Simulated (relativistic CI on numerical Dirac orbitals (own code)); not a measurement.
# Ti²⁺ (3d2) in a crystal field

Calculated by Dirac-Coulomb-Breit CI, separate exchange-only KLI orbitals for each configuration, a model potential for QED, valence Slater integrals scaled by 0.9, one configuration in a parametric crystal field (own radial code). With so little scaling, terms lie 10 to 35 % too far apart, which can change the order of excited levels.

Field parameters in Wybourne normalisation: Oh B⁴₀ = 21Dq, B⁴₄ = √(5/14) B⁴₀. The field is a parameter set, without covalency.

S is read from ⟨S²⟩ = S(S + 1).

Powder χT (cm³ K mol⁻¹) by Van Vleck's formula, with temperature-independent terms:

| Field | 2 K | 5 K | 10 K | 20 K | 50 K | 100 K | 200 K | 300 K |
| --- | --- | --- | --- | --- | --- | --- | --- | --- |
| Oh, 10Dq = 3250 cm⁻¹ | 0.0205 | 0.0509 | 0.0928 | 0.164 | 0.366 | 0.666 | 1.04 | 1.24 |
| Oh, 10Dq = 5850 cm⁻¹ | 0.0346 | 0.0715 | 0.111 | 0.181 | 0.382 | 0.679 | 1.03 | 1.21 |
| Oh, 10Dq = 8450 cm⁻¹ | 0.0482 | 0.0851 | 0.123 | 0.192 | 0.394 | 0.688 | 1.03 | 1.19 |
| Oh, 10Dq = 11050 cm⁻¹ | 0.0605 | 0.0959 | 0.133 | 0.202 | 0.404 | 0.695 | 1.02 | 1.18 |
| Oh, 10Dq = 13650 cm⁻¹ | 0.0712 | 0.105 | 0.142 | 0.21 | 0.413 | 0.701 | 1.02 | 1.16 |
| Oh, 10Dq = 16250 cm⁻¹ | 0.0804 | 0.113 | 0.149 | 0.218 | 0.421 | 0.707 | 1.02 | 1.16 |
| Oh, 10Dq = 18850 cm⁻¹ | 0.0885 | 0.12 | 0.156 | 0.225 | 0.428 | 0.712 | 1.01 | 1.15 |
| Oh, 10Dq = 21450 cm⁻¹ | 0.0956 | 0.126 | 0.162 | 0.231 | 0.435 | 0.716 | 1.01 | 1.14 |

(1) For Oh, 10Dq = 3250 cm⁻¹: what effective moment follows at 300 K?

## Answers

(1) μ_eff = √(8χT) = 3.15 μB. The ground level has S = 1.00; the spin-only moment for S = 1 is 2.83 μB. The difference comes from the orbital moment, spin-orbit mixing of terms and temperature-independent paramagnetism, all larger in this ionic model than in covalent complexes.
